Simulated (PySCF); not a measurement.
**`COc1cccs1`: 4 charge schemes on one density**

C5H6OS.
Z-matrix (Å and degrees, PBE0-D3(BJ)/def2-SVP geometry), rows numbered from 1:
```
C 
O   1  1.4037
C   2  1.3360  1  116.28
C   3  1.3736  2  130.91  1     1.73
C   4  1.4281  3  111.57  2  -179.93
C   5  1.3649  4  113.34  3     0.01
S   6  1.7278  5  111.73  4     0.04
H   1  1.0968  2  106.85  3   178.57
H   1  1.1040  2  111.22  3    59.33
H   1  1.1042  2  111.29  3   -62.21
H   4  1.0891  3  124.21  2     0.16
H   5  1.0910  4  123.51  3  -179.91
H   6  1.0885  5  128.51  4  -179.79
```

Density: PBE0/pcSseg-1 (PySCF); schemes: Mulliken, IAO, Hirshfeld and ESP-fitted. Isolated species at its PBE0-D3(BJ)/def2-SVP geometry (one conformer only).

Tabulate the Mulliken, IAO, Hirshfeld and ESP-fitted charges.

In e:

```tsv
atom	environment	Mulliken	IAO	Hirshfeld	ESP-fitted
C1	methoxy carbon	-0.051	-0.199	-0.026	-0.114
O2	aryl ether oxygen	-0.458	-0.310	-0.111	-0.202
C3	aromatic carbon bearing oxygen	+0.038	+0.057	+0.044	+0.127
C4	aromatic CH carbon	-0.150	-0.275	-0.114	-0.104
C5	aromatic CH carbon	-0.049	-0.170	-0.077	-0.374
C6	aromatic CH next to a ring sulfur	-0.301	-0.338	-0.101	-0.208
S7	thiophene-type sulfur	+0.258	+0.315	+0.083	+0.011
H8	methyl hydrogen	+0.140	+0.166	+0.059	+0.119
H9	methyl hydrogen	+0.116	+0.136	+0.045	+0.086
H10	methyl hydrogen	+0.116	+0.136	+0.045	+0.086
H11	aromatic hydrogen	+0.107	+0.154	+0.046	+0.134
H12	aromatic hydrogen	+0.100	+0.159	+0.054	+0.225
H13	aromatic hydrogen	+0.135	+0.170	+0.053	+0.212
```

Mean size of the charges over all atoms: IAO 0.199 e, Mulliken 0.155 e, ESP-fitted 0.154 e, Hirshfeld 0.066 e. Each set sums to the total charge, 0, to within 0.001 e. The ESP scheme is a least-squares fit of atom-centred charges to the potential on four shells outside the van der Waals surface, with the total charge fixed.

Lowest charge. The schemes don't all agree: Mulliken O2 (-0.458); IAO C6 (-0.338); Hirshfeld C4 (-0.114); ESP-fitted C5 (-0.374).

Highest charge. The schemes don't all agree: Mulliken S7 (+0.258); IAO S7 (+0.315); Hirshfeld S7 (+0.083); ESP-fitted H12 (+0.225).

Sum the charges by element, for elements with more than one atom.

```csv
element,atoms,Mulliken,IAO,Hirshfeld,ESP-fitted
C,5,-0.513,-0.925,-0.274,-0.673
H,6,+0.712,+0.921,+0.302,+0.864
```

How many electrons does the IAO scheme count on C3?

Z − q = 6 − (+0.057) ≈ 5.944.
